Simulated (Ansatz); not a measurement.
The cluster Ag₂Cl₂⁻. The state is a doublet with charge -1. Geometry r2SCAN-D4/def2-SVPD; atoms count from 1.

```tsv
atom	x (Å)	y (Å)	z (Å)
Ag1	-0.034	0.651	0.031
Ag2	0.190	-2.198	0.157
Cl3	-0.516	-0.685	-1.920
Cl4	0.359	2.232	1.733
```

In the def2 sets Ag takes a core potential; there is no spin–orbit coupling. The structure comes from a short search, and lower isomers may exist.

Problem. Estimate the Mulliken populations from the PBE0/def2-TZVPD orbitals of Ansatz.

Solution. 
| atom | charge (e) | spin (α − β) | d electrons |
| --- | --- | --- | --- |
| Ag1 | 0.16 | 0.09 | 9.87 |
| Ag2 | -0.16 | 0.88 | 9.95 |
| Cl3 | -0.44 | 0.02 | – |
| Cl4 | -0.56 | 0.01 | – |
Mulliken values and Mayer orders depend strongly on the basis. With diffuse functions, as here, like atoms can get unlike values, and bond orders can come out too low or too high.

Problem. Where does the spin sit?

Solution. Summed by element: Ag 0.97, Cl 0.03, of 1 unpaired in all. Largest on single atoms: Ag2 0.88, Ag1 0.09, Cl3 0.02.

Problem. And the Mayer bond orders between bonded heavy atoms (over 0.3)?

Solution. Ag1–Ag2 0.38 (2.86 Å); Ag1–Cl3 0.48 (2.41 Å); Ag1–Cl4 0.70 (2.36 Å).
